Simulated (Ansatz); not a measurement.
One geometry of the cluster BiF₃, several levels of theory.

```yaml
crystal:
  periodic: [false, false, false]
  atoms:
    - {symbol: Bi, position_ang: [0.112159, -0.707214, 0.619638]}
    - {symbol: F, position_ang: [-0.911041, 0.546413, 1.879146]}
    - {symbol: F, position_ang: [-0.100112, 0.857485, -0.851485]}
    - {symbol: F, position_ang: [0.898993, -0.696684, -1.647300]}
basis:
  gaussian: {orbitals: def2-TZVP, initial_orbitals: start.molden}
magnetization: {spin_polarized: true, initial_magnetization: 2}
correlation: {method: mp2}
scf: {omitted_lower_state_checks: [starts]}
output: {orbitals: {seedname: orbitals}}
```

The file start.molden holds the orbitals of an earlier run on this structure, at another level or in another basis.

```sh
$ ansatz run in.yaml --threads 4 --pin off --events-out ev --progress --plain --max-ram 3916MiB
```

Shortened log:

```
Functional definition: HF
1091 factors; integrals over basis functions are off by at most 1.0e-3 eV
mean field evaluation 1: about -13929.1050 eV, gradient 2.1e1 eV
mean field evaluation 2: about -13930.5653 eV, gradient 5.0e0 eV
mean field evaluation 4: about -13930.6995 eV, gradient 2.2e-2 eV
mean field evaluation 8: about -13930.7095 eV, gradient 2.6e-6 eV
mean field -13930.70952140 eV, -511.9441323376 hartree, gradient 5.9e-6 eV, S^2 2.020608; 0 other end points of the search recorded, 0 dependent functions left out
7 core orbitals not correlated: weight in the atoms' cores, before any rotation towards them, 1.000 or more for the frozen orbitals, at most 0.000 for the correlated occupied ones
reference -13930.70952140 eV, -511.9441323376 hartree; 19, 17 occupied and 117, 119 virtual orbitals, 1091 factors
second order -30.76710072 eV of doubles, -0.00000000 eV of singles
Total energy: -13961.47662213 eV, -513.0748024344 hartree
Checks for a lower state left out: starts
```

It took 2.4 s on 4 threads of Arm Neoverse V1 on a shared host.

First input, but with `hamiltonian: {xc: pbe}`, `correlation: {method: rpa}` and without the key `output` (abridged; 3.6 s):

```
Functional definition: PBE
mean field -13986.73885647 eV, -514.0031724232 hartree, gradient 1.9e-6 eV, S^2 2.003931
7 core orbitals not correlated: weight in the atoms' cores, before any rotation towards them, 1.000 or more for the frozen orbitals, at most 0.000 for the correlated occupied ones
Total energy: -13973.45659282 eV, -513.5150582372 hartree
Checks for a lower state left out: starts
```

As the first input, with `hamiltonian: {xc: {text: "exchange = 0.65*pbe_x + 0.35*exact_x\ncorrelation = pbe_c"}}` and without the key `correlation` (abridged; 2.3 s):

```
Functional definition: unnamed
mean field -13984.80884772 eV, -513.9322459099 hartree, gradient 2.0e-5 eV, S^2 2.013253
Total energy: -13984.80887159 eV, -513.9322467869 hartree
Checks for a lower state left out: starts
```

The first input with `hamiltonian: {xc: {name: B3LYP}, dispersion: d4}` and without the key `correlation` (abridged; 2.2 s):

```
Functional definition: B3LYP
mean field -13995.21270276 eV, -514.3145805305 hartree, gradient 2.6e-5 eV, S^2 2.008097
Total energy: -13995.33128256 eV, -514.3189382580 hartree
Checks for a lower state left out: starts
```

First input, but with `gaussian: {orbitals: def2-TZVPP, initial_orbitals: start.molden}`, `correlation: {method: ccsd_t}`, `scf: {omitted_lower_state_checks: [starts, cluster_reference]}` (abridged; 2.8 min):

```
Functional definition: HF
mean field -13930.70952140 eV, -511.9441323376 hartree, gradient 5.9e-6 eV, S^2 2.020608
7 core orbitals not correlated: weight in the atoms' cores, before any rotation towards them, 1.000 or more for the frozen orbitals, at most 0.000 for the correlated occupied ones
second order -30.76710072 eV of doubles, -0.00000000 eV of singles
cycle   1  -29.29429251 eV  change     1.5e0 eV  update   1.6e-1
cycle   2  -30.03932247 eV  change   -7.5e-1 eV  update   6.5e-2
cycle   3  -30.26207739 eV  change   -2.2e-1 eV  update   4.5e-2
cycle   4  -30.30773037 eV  change   -4.6e-2 eV  update   2.8e-2
cycle   5  -30.31781408 eV  change   -1.0e-2 eV  update   1.8e-2
cycle   6  -30.35932466 eV  change   -4.2e-2 eV  update   1.1e-2
cycle   7  -30.37627238 eV  change   -1.7e-2 eV  update   4.7e-3
cycle   8  -30.37713941 eV  change   -8.7e-4 eV  update   2.7e-3
cycle   9  -30.37893425 eV  change   -1.8e-3 eV  update   1.9e-3
cycle  10  -30.38002788 eV  change   -1.1e-3 eV  update   1.5e-3
[...]
cycle  12  -30.37930562 eV  change   -9.4e-4 eV  update   1.0e-3
cycle  13  -30.37964248 eV  change   -3.4e-4 eV  update   7.2e-4
cycle  14  -30.37995552 eV  change   -3.1e-4 eV  update   4.6e-4
cycle  15  -30.38059550 eV  change   -6.4e-4 eV  update   2.8e-4
cycle  16  -30.38054577 eV  change    5.0e-5 eV  update   1.8e-4
cycle  17  -30.38048551 eV  change    6.0e-5 eV  update   1.2e-4
cycle  18  -30.38041889 eV  change    6.7e-5 eV  update   7.1e-5
cycle  19  -30.38044925 eV  change   -3.0e-5 eV  update   4.0e-5
cycle  20  -30.38047049 eV  change   -2.1e-5 eV  update   2.7e-5
cycle  21  -30.38050811 eV  change   -3.8e-5 eV  update   1.8e-5
cycle  22  -30.38053071 eV  change   -2.3e-5 eV  update   1.2e-5
cycle  23  -30.38054583 eV  change   -1.5e-5 eV  update   8.0e-6
perturbative correction -0.91213248 eV, -0.0335202505 hartree
Total energy: -13962.00219972 eV, -513.0941170547 hartree
Checks for a lower state left out: starts, cluster_reference
```

First input, but with `hamiltonian: {xc: {text: "exchange = 0.90*pbe_x + 0.10*exact_x\ncorrelation = pbe_c"}}` and without the key `correlation` (abridged; 2.1 s):

```
Functional definition: unnamed
mean field -13986.11580727 eV, -513.9802757873 hartree, gradient 6.6e-5 eV, S^2 2.006054
Total energy: -13986.11584031 eV, -513.9802770014 hartree
Checks for a lower state left out: starts
```

First input, but with `hamiltonian: {xc: {name: PBE-QIDH}}` and without the key `correlation`, `output` (abridged; 4.2 s):

```
Functional definition: PBE-QIDH
mean field -13966.13601506 eV, -513.2460319666 hartree, gradient 3.8e-6 eV, S^2 2.019315
7 core orbitals not correlated: weight in the atoms' cores, before any rotation towards them, 1.000 or more for the frozen orbitals, at most 0.000 for the correlated occupied ones
second order -34.62436113 eV of doubles, -0.00000000 eV of singles
Total energy: -13977.67748011 eV, -513.6701729841 hartree
Checks for a lower state left out: starts
```

Geometry: PBE-D4/def2-TZVP.

In the def2 sets Bi takes a core potential; there is no spin–orbit coupling. B3LYP takes the VWN-RPA correlation. Correlated methods freeze 7 core orbitals; core or outer-core shells of Bi are correlated, in sets that lack core-valence functions. At PBE0-D4/def2-TZVP a singlet of charge 0 lies 4.31 eV below the triplet, each at its own geometry. The structure comes from a short search, and lower isomers may exist.
